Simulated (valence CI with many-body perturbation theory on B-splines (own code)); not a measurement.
**Te³⁹⁺: one-electron terms**

Computed by configuration interaction combined with many-body perturbation theory (CI+MBPT): three valence electrons over a frozen Dirac-Fock core [Ne], a basis of 11 s, 11 p, 9 d, 7 f, 5 g, 2 h, 1 i functions for each j, with the one-electron correlation potential Σ1, the two-electron term Σ2, the three-electron term Σ3, Breit, model QED; selected CI, second order for the rest (own B-spline code, finite nucleus).

No measured spectrum was set against this ion. As an estimate, large intervals hold to a few tenths of a per cent, small ones and those within an open d or f shell to about a per cent.

These are the spectroscopic orbitals of the CI (the correlating ones are not listed), shaped by the core and the other valence electrons. h is the expectation value of the core's Dirac-Fock operator, without the valence repulsion; Σ1 is computed up to l = 3 at one energy for each symmetry, that of its lowest orbital but kept below the first core excitation, so for empty shells it is not the orbital's own correlation shift; Breit and QED include the response of the core.

```csv
Orbital,h (hartree),Σ1 (cm⁻¹),Breit (cm⁻¹),QED (cm⁻¹),⟨r⟩ (bohr)
3s1/2,-111.8,-6590,13304,10185,0.2861
4s1/2,-60.76,-2213,5190,4088,0.5286
5s1/2,-38.109,-1011,2484,1994,0.8486
6s1/2,-26.116,-552,1391,1123,1.242
3p1/2,-108.3,-8401,22189,-150,0.2718
4p1/2,-59.304,-2761,8670,-51.2,0.5198
5p1/2,-37.378,-1272,4239,-23.6,0.8433
6p1/2,-25.698,-698,2393,-12.9,1.241
3p3/2,-105.61,-7760,13382,866,0.2797
4p3/2,-58.21,-2607,5171,351,0.5302
5p3/2,-36.83,-1212,2649,175,0.8564
6p3/2,-25.385,-668,1495,100,1.257
3d3/2,-101.14,-9376,10118,-369,0.2421
4d3/2,-56.512,-2609,3647,-128,0.4989
5d3/2,-35.998,-1161,1737,-60.5,0.8301
3d5/2,-100.53,-8809,4788,-7.5,0.2444
4d5/2,-56.247,-2445,1712,19.3,0.5018
5d5/2,-35.862,-1088,830,13.6,0.8336
4f5/2,-55.342,-2264,343,-49.3,0.4397
5f5/2,-35.412,-1100,235,-27.0,0.7749
4f7/2,-55.232,-2204,80.2,14.5,0.4411
5f7/2,-35.356,-1068,54.8,5.6,0.7765
5g7/2,-35.279,,7.6,-10.7,0.6833
5g9/2,-35.246,,0.9,7.8,0.6843
```

Among the shells of the start configuration 3s2 3p1, Σ1 is largest in size for 3p1/2, where it is 0.035 % of h.

Lowest root of each symmetry, sizes in configuration state functions:

```csv
J,Parity,Roots,Reference,Variational,Second order,Change by selected CI (cm⁻¹),Change by second order (cm⁻¹)
1/2,even,9,58,7068,4709,-3304,0
3/2,even,13,92,12104,8763,-1881,0
5/2,even,13,94,14087,11644,-2953,-1
7/2,even,7,67,12609,13435,-4695,-1
9/2,even,4,41,9333,13659,-5401,-3
1/2,odd,7,55,6606,6747,-3727,0
3/2,odd,12,89,11576,9315,-3594,0
5/2,odd,9,86,12615,13083,-3682,-1
7/2,odd,5,63,11361,14725,-4074,-2
9/2,odd,2,33,8585,14372,-2693,-3
```
